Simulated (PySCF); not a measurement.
C7H7F.
SMILES: `C=CC1=CC=C[C@@H]1F`

Method: PySCF, TDDFT B3LYP/def2-SVPD, vertical, gas phase, core orbitals frozen in the response. Isolated species at its GFN2-xTB geometry (one conformer only). Torsions of this conformer, `[CH2:1]=[CH:2][C:3]1=[CH:4][CH:5]=[CH:6][C@@H:7]1[F:8]`: C1–C2–C3–C4 -178°.

Computed states:

```tsv
state	E (eV)	f
S1	3.73	0.187
S2	5.31	0.012
S3	5.84	0.016
S4	5.92	0.127
S5	6.13	0.0087
S6	6.24	0.177
S7	6.33	0.018
S8	6.48	0.106
```

Each state is given a Gaussian of 0.3 eV full width at half maximum, with ε(max) = 2.175×10⁸ f / Δν̃ (Δν̃ the width in cm⁻¹). The width is an assumption, not a result. The curve ends short of the highest state used, and states not computed would add to its high-energy end.

Problem. What does the envelope look like, and where are its maxima?

Solution. 
(λ (nm), ε (L mol⁻¹ cm⁻¹)): (210.8, 12781), (215.6, 6019), (220.4, 1225), (225.2, 442), (230.0, 895), (234.8, 1052), (239.5, 622), (244.3, 195), (249.1, 35), (253.9, 4), (258.7, 0), (263.5, 0), (268.3, 0), (273.1, 0), (277.9, 0), (282.7, 0), (287.4, 0), (292.2, 4), (297.0, 34), (301.8, 187), (306.6, 749), (311.4, 2253), (316.2, 5210), (321.0, 9479), (325.8, 13837), (330.6, 16506), (335.3, 16393), (340.1, 13759), (344.9, 9880), (349.7, 6149), (354.5, 3357), (359.3, 1625), (364.1, 705), (368.9, 276), (373.7, 99), (378.5, 32)

Maxima: 333 nm (3.73 eV), ε about 17000, made up of S1 (100%); 233 nm (5.31 eV), ε about 1100, made up of S2 (100%) (ε in L mol⁻¹ cm⁻¹; maxima over ε = 5, shares over 10%). At its high-energy end, 5.88 eV, the curve is still rising (ε about 13000, from S3 and S4).

Problem. What would ε be at 3.73 eV, the highest of these maxima, with half the width (0.15 eV)?

Solution. About 33500 L mol⁻¹ cm⁻¹ against 16800, a factor of about 2.00; a lone state at its own centre would give exactly 2.

Problem. On this curve, what absorbance would a 10⁻⁵ mol/L sample give at 222 nm over a 1 cm path?

Solution. 222 nm is 5.585 eV, where ε is about 680 L mol⁻¹ cm⁻¹, so A = ε c l ≈ 0.0068 (Beer–Lambert, with the gas-phase spectrum and the assumed width).

Problem. Coming from long wavelengths, where does ε first pass 100 L mol⁻¹ cm⁻¹?

Solution. At about 373 nm (3.32 eV), 0.41 eV below S1.

On one thread, Arm Neoverse N1 (aarch64), no GPU, shared host with 64 logical CPUs at a one-minute load of 55, this took 76 s wall (with the writing of density and orbital grids) and 0.89 GiB of memory at its peak.
